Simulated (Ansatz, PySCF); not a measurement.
System: sum formula HSF2 (charge +1, singlet). It need not be the lowest isomer of its formula. 
Structure (B3LYP-D3(BJ)/def2-TZVP (Ansatz, a quantum-chemistry and plane-wave program) minimum search):
SMILES: F[SH+]F
```xyz
4

F     -1.1826    -0.4559     0.1935
S     -0.0085     0.4211    -0.2493
F      1.1977    -0.4304     0.1552
H      0.0004     1.2393     0.8511
```
Charge +1, spin multiplicity 1.

Wanted: vertical electron affinity (to the doublet state of charge +0; a negative value means that the extra electron is unbound and the number depends on the basis; each state is the SCF solution reached for its spin), in eV. Valence correlation only, unless marked. Open shells are spin-unrestricted. No spin-orbit coupling. Non-relativistic. Basis-set limits of correlation are two-point, X^-3; Hartree-Fock from the larger set. [CCSD(T)-MP2]/basis is that difference in the basis named.

```json
[
 {"level": "SVWN5/def2-TZVPD", "program": "Ansatz", "vertical electron affinity (eV)": "___"},
 {"level": "PBE/def2-TZVPD", "program": "Ansatz", "vertical electron affinity (eV)": "6.60"},
 {"level": "r2SCAN/def2-TZVPD", "program": "Ansatz", "vertical electron affinity (eV)": "___"},
 {"level": "B3LYP/def2-TZVPD", "program": "Ansatz", "vertical electron affinity (eV)": "6.68"},
 {"level": "PBE0/def2-TZVPD", "program": "Ansatz", "vertical electron affinity (eV)": "6.67"},
 {"level": "BHLYP/def2-TZVPD", "program": "Ansatz", "vertical electron affinity (eV)": "6.60"},
 {"level": "M06-2X/def2-TZVPD", "program": "PySCF", "vertical electron affinity (eV)": "6.54"},
 {"level": "CAM-B3LYP/def2-TZVPD", "program": "Ansatz", "vertical electron affinity (eV)": "6.72"},
 {"level": "wB97X-V/def2-TZVPD", "program": "Ansatz", "vertical electron affinity (eV)": "6.52"},
 {"level": "wB97X/def2-TZVPD", "program": "Ansatz", "vertical electron affinity (eV)": "6.54"},
 {"level": "B2PLYP/def2-TZVPD", "program": "Ansatz", "vertical electron affinity (eV)": "6.52"},
 {"level": "SCS-MP2/aug-cc-pV(D+d)Z", "program": "Ansatz", "vertical electron affinity (eV)": "6.17"},
 {"level": "SCS-MP2/aug-cc-pV(T+d)Z", "program": "Ansatz", "vertical electron affinity (eV)": "6.32"},
 {"level": "CCSD/aug-cc-pV(D+d)Z", "program": "Ansatz", "vertical electron affinity (eV)": "___"},
 {"level": "CCSD/aug-cc-pV(T+d)Z", "program": "Ansatz", "vertical electron affinity (eV)": "___"},
 {"level": "RI-MP2/CBS(aug-cc-pV(T+d)Z,aug-cc-pV(Q+d)Z)+[CCSD(T)-MP2]/aug-cc-pV(T+d)Z", "program": "Ansatz", "vertical electron affinity (eV)": "6.56"}
]
```

**Question.** Fill in the missing entries.

**Answer.** 
- SVWN5/def2-TZVPD, vertical electron affinity (eV): 6.71
- r2SCAN/def2-TZVPD, vertical electron affinity (eV): 6.66
- CCSD/aug-cc-pV(D+d)Z, vertical electron affinity (eV): 6.30
- CCSD/aug-cc-pV(T+d)Z, vertical electron affinity (eV): 6.46
